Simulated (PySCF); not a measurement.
Fill in the blanks.

Compound: [SiCl6]2- (charge -2).
SMILES: `Cl[Si-2](Cl)(Cl)(Cl)(Cl)Cl`

```json
{"property": "point group", "level": "PBE0-D3(BJ)/def2-SVP", "value": "?"}
{"property": "rotational constants A, B, C", "level": "PBE0-D3(BJ)/def2-SVP", "value": "?"}
{"property": "HOMO energy", "level": "KT2/pcSseg-1", "value": "1.95 eV"}
{"property": "LUMO energy", "level": "KT2/pcSseg-1", "value": "5.91 eV"}
{"property": "isotropic shieldings of nuclei other than C and H, by class", "level": "GIAO KT2/pcSseg-1", "value": "?"}
```

Electronic properties: PySCF, gas phase, density fitting. Isolated species at its PBE0-D3(BJ)/def2-SVP geometry, gas phase. Whether so highly charged an anion holds all its electrons in the gas phase wasn't checked; a finite basis holds them in any case. The ion is multiply charged and computed without counter-ions or solvent. The geometry's basis has no diffuse functions, a weakness for an anion. The HOMO energy is positive, so at this level the finite basis confines the outermost electrons. No diffuse functions stand in pcSseg-1, which bears on an anion's orbital energies.

The isotropic shieldings of nuclei other than C and H, by class?

484 (1 Si), 544 (6 Cl) ppm.

The rotational constants A, B, C?

0.719, 0.718, 0.717 GHz.

What is the point group?

Oh.

The rotational constants are those of a spherical top; the small spread among constants that symmetry makes equal is optimisation noise. With B = h/(8π²I), that is 505.379 GHz u Å² over I, the principal moments of inertia are 703.2, 703.8 and 704.4 u Å² (most abundant isotopes); the inertial defect Ic − Ia − Ib is -702.6 u Å² (zero for a rigid planar frame, negative otherwise).
